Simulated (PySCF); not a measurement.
Species: pivaloyl chloride, C5H9ClO.
Bonds: C1–C2, C2–C3, C2–C4, C2–C5, C5–O6 (double), C5–Cl7. Hydrogens: H8, H9, H10 on C1; H11, H12, H13 on C3; H14, H15, H16 on C4.

The same species was optimised twice, with GFN2-xTB and with PBE0-D3(BJ)/def2-SVP (PySCF), and the same property calculations (PySCF, gas phase) were run on both structures.

```csv
coordinate,GFN2-xTB,PBE0-D3(BJ)/def2-SVP,change
C5–Cl7 (Å),1.776,1.804,+0.028
C2–C5 (Å),1.508,1.524,+0.016
C1–C2 (Å),1.531,1.528,-0.003
C5=O6 (Å),1.184,1.182,-0.002
C2–C3 (Å),1.533,1.533,0.000
C2–C4 (Å),1.533,1.533,0.000
C2–C5–O6 (°),128.3,127.1,-1.2
O6–C5–Cl7 (°),118.6,119.3,+0.7
C1–C2–C5 (°),108.2,107.5,-0.7
C4–C2–C5 (°),109.0,109.6,+0.6
C2–C5–Cl7 (°),113.2,113.6,+0.4
C3–C2–C5 (°),109.1,108.7,-0.4
C1–C2–C3 (°),110.0,110.4,+0.4
C1–C2–C4 (°),110.1,110.3,+0.2
C1–C2–C5–O6 (°),0,2,+2
```

Rotational constants: A = 3009, B = 1754, C = 1464 MHz (GFN2-xTB) against A = 2987, B = 1723, C = 1439 MHz (PBE0-D3(BJ)/def2-SVP).

On the GFN2-xTB structure: HOMO (eV) -8.34 [PBE0/pcSseg-1]; LUMO (eV) -0.91 [PBE0/pcSseg-1]; dipole (D) 3.09 [PBE0/pcSseg-1]; GIAO shielding of C1/C3/C4 (mean) (ppm) 157.7 [PBE0/pcSseg-1]; GIAO shielding of C2 (ppm) 137.4 [PBE0/pcSseg-1]; GIAO shielding of C5 (ppm) -4.4 [PBE0/pcSseg-1]; GIAO shielding of O6 (ppm) -253.2 [PBE0/pcSseg-1]; GIAO shielding of Cl7 (ppm) 543.1 [PBE0/pcSseg-1].

Q: What do these properties become on the PBE0-D3(BJ)/def2-SVP structure?

A: 
| property | level | on GFN2-xTB | on PBE0-D3(BJ)/def2-SVP | change |
| --- | --- | --- | --- | --- |
| HOMO (eV) | PBE0/pcSseg-1 | -8.34 | -8.38 | -0.04 |
| LUMO (eV) | PBE0/pcSseg-1 | -0.91 | -0.94 | -0.03 |
| dipole (D) | PBE0/pcSseg-1 | 3.09 | 3.09 | 0.00 |
| energy, GFN2-xTB geometry as zero (kcal/mol) | PBE0/pcSseg-1 | 0.0 | -0.7 | -0.7 |
| GIAO shielding of C1/C3/C4 (mean) (ppm) | PBE0/pcSseg-1 | 157.7 | 155.6 | -2.1 |
| GIAO shielding of C2 (ppm) | PBE0/pcSseg-1 | 137.4 | 134.8 | -2.6 |
| GIAO shielding of C5 (ppm) | PBE0/pcSseg-1 | -4.4 | -5.2 | -0.8 |
| GIAO shielding of O6 (ppm) | PBE0/pcSseg-1 | -253.2 | -251.4 | +1.8 |
| GIAO shielding of Cl7 (ppm) | PBE0/pcSseg-1 | 543.1 | 532.9 | -10.2 |

The heavy atoms differ by 0.027 Å rms after alignment. Among bonds between heavy atoms C5–Cl7 changes most (+0.028 Å). Changes are differences of the printed values. Neither structure is proved a minimum here.

Shape of the structure used: `[CH3:1][C:2]([CH3:3])([CH3:4])[C:5](=[O:6])[Cl:7]`: C1–C2–C5–O6 2°.
